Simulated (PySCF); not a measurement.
## Magnetisability: `CC#Cc1ccccc1F`, C₉H₇F

Molfile (atoms numbered from 1):
```
C9H7F
     RDKit          3D

 17 17  0  0  0  0  0  0  0  0999 V2000
    3.8053   -0.1389   -0.3676 C   0  0  0  0  0  0  0  0  0  0  0  0
    2.3783   -0.0848   -0.1612 C   0  0  0  0  0  0  0  0  0  0  0  0
    1.1893   -0.0320    0.0113 C   0  0  0  0  0  0  0  0  0  0  0  0
   -0.2081    0.0265    0.2152 C   0  0  0  0  0  0  0  0  0  0  0  0
   -0.8760    1.2510    0.2616 C   0  0  0  0  0  0  0  0  0  0  0  0
   -2.2418    1.3019    0.4619 C   0  0  0  0  0  0  0  0  0  0  0  0
   -2.9708    0.1338    0.6206 C   0  0  0  0  0  0  0  0  0  0  0  0
   -2.3308   -1.0936    0.5776 C   0  0  0  0  0  0  0  0  0  0  0  0
   -0.9655   -1.1344    0.3774 C   0  0  0  0  0  0  0  0  0  0  0  0
   -0.3512   -2.3370    0.3374 F   0  0  0  0  0  0  0  0  0  0  0  0
    4.3231    0.2150    0.5241 H   0  0  0  0  0  0  0  0  0  0  0  0
    4.0851    0.4929   -1.2107 H   0  0  0  0  0  0  0  0  0  0  0  0
    4.1139   -1.1635   -0.5721 H   0  0  0  0  0  0  0  0  0  0  0  0
   -0.3029    2.1578    0.1376 H   0  0  0  0  0  0  0  0  0  0  0  0
   -2.7417    2.2583    0.4950 H   0  0  0  0  0  0  0  0  0  0  0  0
   -4.0379    0.1762    0.7769 H   0  0  0  0  0  0  0  0  0  0  0  0
   -2.8752   -2.0172    0.6982 H   0  0  0  0  0  0  0  0  0  0  0  0
  1  2  1  0
  2  3  3  0
  3  4  1  0
  4  5  2  0
  5  6  1  0
  6  7  2  0
  7  8  1  0
  8  9  2  0
  9 10  1  0
  9  4  1  0
  1 11  1  0
  1 12  1  0
  1 13  1  0
  5 14  1  0
  6 15  1  0
  7 16  1  0
  8 17  1  0
M  END
```

Level of theory: GIAO HF/pcSseg-1 magnetisability, rotational g tensor and spin-rotation constants, non-relativistic, gas phase (PySCF 2.14.0). Geometry: GFN2-xTB.

Q: How diamagnetic is it, and how anisotropic?

A: Isotropic -1529 × 10⁻³⁰ J/T², or -92.0 × 10⁻⁶ cm³/mol; principal values -2141, -1301, -1143 × 10⁻³⁰ J/T², anisotropy 929 × 10⁻³⁰ J/T² (root of half the summed squared differences of the principal values). The susceptibility is in cgs units.

Q: Split it along the inertial axes a, b, c into diamagnetic and paramagnetic parts about the centre of mass, with the quadrupole moment.

A: 
```tsv
axis	χ (10⁻⁶ cm³/mol)	diamagnetic (10⁻⁶ cm³/mol)	paramagnetic (10⁻⁶ cm³/mol)	summed x² of all electrons (Å²)	quadrupole Θ (D Å)
a	-78.2	-515.3	437.1	354.7	+17.36
b	-69.0	-1566.3	1497.3	106.9	-5.03
c	-128.9	-1958.5	1829.5	14.5	-12.33
```
Anisotropies 2χaa − χbb − χcc = +41.6 and 2χbb − χaa − χcc = +69.1 × 10⁻⁶ cm³/mol. Θ is traceless in Buckingham's convention.

Q: And the rotational g tensor?

A: 
| axis | rotational constant (GHz) | g | nuclear part | electronic part |
| --- | --- | --- | --- | --- |
| a | 2.8297 | -0.0364 | 0.5448 | -0.5811 |
| b | 0.8338 | -0.0091 | 0.5774 | -0.5865 |
| c | 0.6466 | +0.0124 | 0.5682 | -0.5558 |

Asymmetric top; isotopes 12C, 19F, 1H; no vibrational averaging.
